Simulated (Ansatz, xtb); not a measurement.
## A geometry optimisation of C4H5AlF3N with r2SCAN-D4/def2-SVP

The starting geometry of this gas-phase singlet was built from a drawn formula by distance geometry and a force field; its bonds are those of `N#C[CH2][AlH][CH2]C(F)(F)F`.

```yaml
atoms:
  - { symbol: C, position_ang: [1.6971, 0.1680, -1.4740] }
  - { symbol: C, position_ang: [0.9403, -1.0825, -1.3965] }
  - { symbol: C, position_ang: [-1.3623, 0.4161, 0.7661] }
  - { symbol: C, position_ang: [-0.8987, -0.2481, 2.0617] }
  - { symbol: Al, position_ang: [-0.9837, -0.5968, -0.9126] }
  - { symbol: F, position_ang: [-1.2329, 0.5489, 3.1599] }
  - { symbol: F, position_ang: [-1.4995, -1.5014, 2.1224] }
  - { symbol: F, position_ang: [0.5324, -0.4774, 2.0327] }
  - { symbol: N, position_ang: [2.3400, 1.1880, -1.5339] }
  - { symbol: H, position_ang: [0.9575, -1.5889, -2.2928] }
  - { symbol: H, position_ang: [1.3834, -1.6780, -0.5296] }
  - { symbol: H, position_ang: [-2.1125, -1.0213, -1.9134] }
  - { symbol: H, position_ang: [-0.8826, 1.4270, 0.6776] }
  - { symbol: H, position_ang: [-2.4618, 0.6274, 0.8087] }
```

Problem. Predict what becomes of its bonds when it is optimised with r2SCAN-D4/def2-SVP.

Solution. A new bond forms, giving a structure given below by its coordinates. Distances that change by over a tenth: Al5–N9 (3.82 → 2.22 Å). Contacts that close: C1–Al5 (2.84 → 2.08 Å).

The energy falls by 0.85 eV over 33 steps:

```
step  E − E(last) (eV)
   1             0.854
   5             0.121
   8             0.102
  12             0.084
  15             0.076
  19             0.054
  22             0.023
  26             0.015
  29             0.004
  33             0.000
```

Final geometry (Å):

```
atom    x (Å)    y (Å)    z (Å)
   C   1.3521  -0.1296  -1.2783
   C   0.8909  -1.4406  -1.0385
   C  -1.3504   0.4856   0.6969
   C  -0.6664  -0.2016   1.8329
  Al  -0.7171  -0.0716  -1.0884
   F  -1.0527   0.2364   3.0452
   F  -0.8896  -1.5381   1.8177
   F   0.6810  -0.0388   1.7781
   N   1.1742   1.0354  -1.4418
   H   1.0116  -2.1401  -1.8756
   H   1.1572  -1.8548  -0.0577
   H  -1.5419  -0.0389  -2.4288
   H  -1.1979   1.5717   0.8171
   H  -2.4342   0.3061   0.7976
```

From the same start GFN2-xTB ends elsewhere, differing in C1–Al5 (2.49 against 2.08 Å here), Al5–F7 (2.00 against 3.26 Å here), Al5–N9 (3.26 against 2.22 Å here).

No frequencies were run, so the end isn't proven a minimum. Run with Ansatz 0.2.0, 4.6 min on 2 threads of Intel(R) Xeon(R) Processor @ 2.50GHz (Skylake/Cascade Lake), with other jobs on the host.
